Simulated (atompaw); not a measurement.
What the settings do to the PAW (atompaw) potential of Er (Z = 68)

Base potential:

| Quantity | Value |
| --- | --- |
| Element | Er (Z = 68) |
| Generator | atompaw 4.2.0.5 |
| Type | PAW |
| Functional | PBE |
| Relativity | scalar-relativistic |
| Frozen core | [Kr] 4d10 |
| Valence charge | 22 |
| Reference configuration | 4f12 5s2 5p6 5d0 6s1.5 6p0 (charge +0.5) |
| Partial waves | 5s (bound): rc 2.20 bohr; 6s (bound): rc 2.85 bohr; 5p (bound): rc 2.60 bohr; 6p (bound, empty): rc 2.85 bohr; 5d (bound, empty): rc 2.85 bohr; 5d channel at 0.5 Ry: rc 2.85 bohr; 4f (bound): rc 1.30 bohr; 4f channel at -0.1 Ry: rc 1.30 bohr |
| Local potential | troulliermartins scheme with l = 4 at 0 Ry, radius 2.00 bohr |
| Core correction | smooth core density matched at 2.80 bohr |
| Augmentation charge | sinc compensation charge, radius 2.70 bohr; PAW radius 2.85 bohr; waves and projectors: custom polynom2 7 10 vanderbiltortho |

Cutoffs, loose and tight: the cutoffs (Ry, on a coarse ladder) from which the occupation-weighted sum of valence levels, in a spherical-Bessel basis at the reference potential, stays within 10 and 1 mRy of its value at 400 Ry. They see the waves, projectors and local potential, not the compensation charge or the core. A dash means not determined.

Cutoffs are not given where the Bessel-basis levels miss the radial ones by over 6 mRy, ghosts where they miss by over 20 mRy; a channel whose overlap is not positive is not tested.

```csv
change,outcome,"cutoff, loose","cutoff, tight",bound ghosts
base,generated,–,–,none
"all radii scaled by about 0.75 (s 1.64, p 1.94, d 2.12, f 0.98 bohr); local potential troulliermartins scheme with l = 4 at 0 Ry, radius 1.50 bohr; augmentation sinc compensation charge, radius 2.02 bohr; PAW radius 2.12 bohr; waves and projectors: custom polynom2 7 10 vanderbiltortho; core correction smooth core density matched at 2.10 bohr",generated,–,–,not determined
"all radii scaled by about 0.84 (s 1.84, p 2.18, d 2.40, f 1.10 bohr); local potential troulliermartins scheme with l = 4 at 0 Ry, radius 1.68 bohr; augmentation sinc compensation charge, radius 2.26 bohr; PAW radius 2.40 bohr; waves and projectors: custom polynom2 7 10 vanderbiltortho; core correction smooth core density matched at 2.36 bohr",generated,–,–,not determined
"all radii scaled by about 0.90 (s 1.98, p 2.34, d 2.56, f 1.16 bohr); local potential troulliermartins scheme with l = 4 at 0 Ry, radius 1.80 bohr; augmentation sinc compensation charge, radius 2.42 bohr; PAW radius 2.56 bohr; waves and projectors: custom polynom2 7 10 vanderbiltortho; core correction smooth core density matched at 2.52 bohr",generated,–,–,not determined
"all radii scaled by about 0.97 (s 2.12, p 2.52, d 2.76, f 1.26 bohr); local potential troulliermartins scheme with l = 4 at 0 Ry, radius 1.94 bohr; augmentation sinc compensation charge, radius 2.60 bohr; PAW radius 2.76 bohr; waves and projectors: custom polynom2 7 10 vanderbiltortho; core correction smooth core density matched at 2.70 bohr",generated,–,–,not determined
"all radii scaled by about 1.04 (s 2.28, p 2.70, d 2.96, f 1.36 bohr); local potential troulliermartins scheme with l = 4 at 0 Ry, radius 2.08 bohr; augmentation sinc compensation charge, radius 2.80 bohr; PAW radius 2.96 bohr; waves and projectors: custom polynom2 7 10 vanderbiltortho; core correction smooth core density matched at 2.90 bohr",generated,–,–,none
"all radii scaled by about 1.10 (s 2.42, p 2.86, d 3.14, f 1.44 bohr); local potential troulliermartins scheme with l = 4 at 0 Ry, radius 2.20 bohr; augmentation sinc compensation charge, radius 2.98 bohr; PAW radius 3.14 bohr; waves and projectors: custom polynom2 7 10 vanderbiltortho; core correction smooth core density matched at 3.08 bohr",generated,over 300 Ry,over 300 Ry,none
"all radii scaled by about 1.14 (s 2.50, p 2.96, d 3.24, f 1.48 bohr); local potential troulliermartins scheme with l = 4 at 0 Ry, radius 2.28 bohr; augmentation sinc compensation charge, radius 3.08 bohr; PAW radius 3.24 bohr; waves and projectors: custom polynom2 7 10 vanderbiltortho; core correction smooth core density matched at 3.18 bohr",generated,over 300 Ry,over 300 Ry,none
```

Q: What comes out with this change to the base: all radii scaled by about 1.22 (s 2.68, p 3.18, d 3.48, f 1.58 bohr); local potential troulliermartins scheme with l = 4 at 0 Ry, radius 2.44 bohr; augmentation sinc compensation charge, radius 3.30 bohr; PAW radius 3.48 bohr; waves and projectors: custom polynom2 7 10 vanderbiltortho; core correction smooth core density matched at 3.42 bohr?

A: outcome: generated; cutoff, loose: 300 Ry; cutoff, tight: over 300 Ry; bound ghosts: none.

Q: What comes out with this change to the base: all radii scaled by about 1.27 (s 2.80, p 3.30, d 3.62, f 1.66 bohr); local potential troulliermartins scheme with l = 4 at 0 Ry, radius 2.54 bohr; augmentation sinc compensation charge, radius 3.42 bohr; PAW radius 3.62 bohr; waves and projectors: custom polynom2 7 10 vanderbiltortho; core correction smooth core density matched at 3.56 bohr?

A: outcome: generated; cutoff, loose: 230 Ry; cutoff, tight: over 300 Ry; bound ghosts: none.
